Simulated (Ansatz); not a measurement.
Relaxation of Rh4⁺ with UKS r2SCAN-D4/def2-SVP.

```sh
$ ansatz run in.yaml --threads 4 --pin off --events-out ev --progress --plain --max-ram 3916MiB
```

```yaml
crystal:
  periodic: [false, false, false]
  atoms:
    - {symbol: Rh, position_ang: [-1.023220, 0.076220, 1.085870]}
    - {symbol: Rh, position_ang: [0.680250, 1.323370, -0.137050]}
    - {symbol: Rh, position_ang: [-0.666620, -0.351990, -1.290060]}
    - {symbol: Rh, position_ang: [1.009590, -1.047600, 0.341250]}
basis:
  gaussian: {orbitals: def2-SVP}
total_charge: 1
magnetization: {spin_polarized: true, initial_magnetization: 1}
hamiltonian: {xc: r2scan, dispersion: d4}
scf: {lower_state_search: "off"}
output: {orbitals: {seedname: orbitals}}
relax: {f_tol: 0.02, max_steps: 100}
```

It took 2.3 min on 4 threads of Arm Neoverse V2 on a shared host.

Positions (Å) and forces (eV/Å) at steps 1, 2, 3, 4, 5, 6, 7 of 7:

```xyz
4
step=1 energy=-12028.9048 eV
Rh   -1.023    0.076    1.086    0.031    0.187    0.387
Rh    0.680    1.323   -0.137   -0.060    0.291    0.121
Rh   -0.667   -0.352   -1.290    0.203   -0.303   -0.327
Rh    1.010   -1.048    0.341   -0.174   -0.174   -0.181
4
step=2 energy=-12028.9417 eV
Rh   -1.011    0.097    1.111   -0.080    0.127    0.025
Rh    0.664    1.342   -0.125   -0.019    0.071    0.078
Rh   -0.642   -0.376   -1.309    0.284   -0.204    0.271
Rh    0.989   -1.063    0.322   -0.184    0.007   -0.374
4
step=3 energy=-12028.9305 eV rejected
Rh   -1.004    0.143    1.145    0.022   -0.168   -0.269
Rh    0.639    1.378   -0.093    0.088   -0.319   -0.052
Rh   -0.589   -0.431   -1.314   -0.419    0.299   -0.068
Rh    0.953   -1.090    0.262    0.309    0.188    0.389
4
step=4 energy=-12028.9613 eV
Rh   -1.012    0.117    1.121   -0.059    0.011   -0.082
Rh    0.657    1.354   -0.109    0.027   -0.016    0.014
Rh   -0.622   -0.401   -1.306    0.061   -0.034    0.197
Rh    0.976   -1.070    0.294   -0.029    0.038   -0.130
4
step=5 energy=-12028.9635 eV
Rh   -1.016    0.122    1.118   -0.018   -0.011   -0.074
Rh    0.660    1.356   -0.103    0.013   -0.035    0.000
Rh   -0.620   -0.408   -1.299   -0.033    0.028    0.071
Rh    0.977   -1.070    0.284    0.037    0.019    0.002
4
step=6 energy=-12028.9403 eV rejected
Rh   -1.006    0.147    1.096   -0.494   -0.432    0.413
Rh    0.640    1.346   -0.081    0.581    0.415   -0.368
Rh   -0.625   -0.413   -1.290    0.000   -0.054   -0.051
Rh    0.991   -1.080    0.276   -0.088    0.071    0.006
4
step=7 energy=-12028.9645 eV
Rh   -1.020    0.122    1.111   -0.010   -0.011   -0.020
Rh    0.663    1.355   -0.101    0.012   -0.006   -0.006
Rh   -0.625   -0.408   -1.293   -0.018    0.012    0.016
Rh    0.981   -1.068    0.283    0.016    0.005    0.009
```

In the def2 sets Rh takes a core potential; there is no spin–orbit coupling. The charge 1 doublet is spin-contaminated (final ⟨S²⟩ up to 1.64, 0.75 for a pure state). The relaxation made no stability test and no search for a lower SCF solution. No other spin state of charge 1 was run. Another isomer (doublet) lies 0.02 eV lower at PBE0-D4/def2-TZVP; other spin states weren't run for this one.
